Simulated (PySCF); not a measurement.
Input for PySCF: R-B3LYP/6-31G* on C2H6Si (SMILES C=C[SiH3]), a point of a torsion scan.

```python
from pyscf import gto, scf, dft, mp
from pyscf.data.elements import chemcore

mol = gto.M(
    atom='''
    C     1.52943620   -0.08424062   -0.28367669
    C     0.49975204    0.05416542    0.53628375
    Si   -1.30810992    0.04850654    0.01622686
    H     1.39332761   -0.21461382   -1.34563808
    H     2.55463970   -0.07510221    0.05684359
    H     0.70421525    0.18093072    1.59394501
    H    -1.40564070   -0.13205058   -1.43246666
    H    -1.91824086    1.32341555    0.40563511
    H    -1.99707040   -1.04646781    0.70592322
    ''',
    basis='6-31g*',
    cart=True,
    charge=0, spin=0, verbose=3, max_memory=1800)
mf = dft.RKS(mol, xc='b3lyp')
mf.conv_tol = 1e-8
mf.max_cycle = 100
mf.kernel()
if not mf.converged:
    mf = mf.newton().run(mf.mo_coeff, mf.mo_occ)
```

Task: Give the final energy of this run.

Result: -369.2831 hartree.
